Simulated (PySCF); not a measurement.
B3LYP has the VWN-RPA correlation part, as in Gaussian. Delta-SCF ions had no search for a lower state. Excitations are Tamm–Dancoff values on a coarser integration grid. The basis has no diffuse functions, so Rydberg states are missing or too high.

C4H8O, SMILES `OCCC=C` (charge 0, multiplicity 1)

These are B3LYP-D3(BJ)/def2-TZVP (PySCF 2.14.0) values and carry that method's errors.

| Property | Value |
|---|---|
| HOMO | -7.35 eV |
| dipole moment | 1.71 D |
| LUMO | -0.27 eV |
| HOMO–LUMO gap | 7.08 eV |
| S1 excitation (TDA) | 6.37 eV |
| S1 oscillator strength | 0.035 |
| brightest of the four lowest singlets (TDA) | 7.62 eV |
| T1 excitation (TDA) | 4.51 eV |
| S1–T1 gap (TDA) | 1.86 eV |
| vertical ionisation energy (Delta-SCF) | 9.61 eV |
| total energy | -6327.95 eV |
| cost | roughly 5 core-minutes |

```xyz
13

C      1.2398     0.3929    -1.6424
C      1.0629    -0.0040    -0.3870
C     -0.0643    -0.8675     0.0878
C     -1.0962    -0.0508     0.8734
O     -1.7309     0.9302     0.0699
H      0.5817     0.0597    -2.4370
H      2.0548     1.0478    -1.9227
H      1.7472     0.3526     0.3796
H      0.3168    -1.6614     0.7383
H     -0.5630    -1.3402    -0.7615
H     -1.8904    -0.7042     1.2362
H     -0.6169     0.4102     1.7476
H     -1.0417     1.4347    -0.3808
```
